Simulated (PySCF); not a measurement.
F6S, SMILES FS(F)(F)(F)(F)F (connectivity only; charge and spin as stated), charge +1, multiplicity 2.

Geometry optimised at PBE0-D3(BJ)/def2-SVP. The geometry has at least one imaginary mode, so it is a saddle point at that level. The spin state was assumed, not searched.

Method: PySCF with B3LYP/def2-TZVP.

The molecule is in vacuum.

| Quantity | Value |
|---|---|
| total energy | -996.93639 hartree |
| point group | Oh |
| α spin, highest occupied and lowest empty level | -19.74 and -9.39 eV |
| β spin, highest occupied and lowest empty level | -19.29 and -17.59 eV |
| dipole moment about the centre of nuclear charge | 0.00 D |
| mean static polarisability | 46.6 bohr³ (6.90 Å³) |
| polarisability, principal values | 45.6, 45.6, 48.6 bohr³ |
| ⟨S²⟩ | 0.753 (pure state 0.75) |
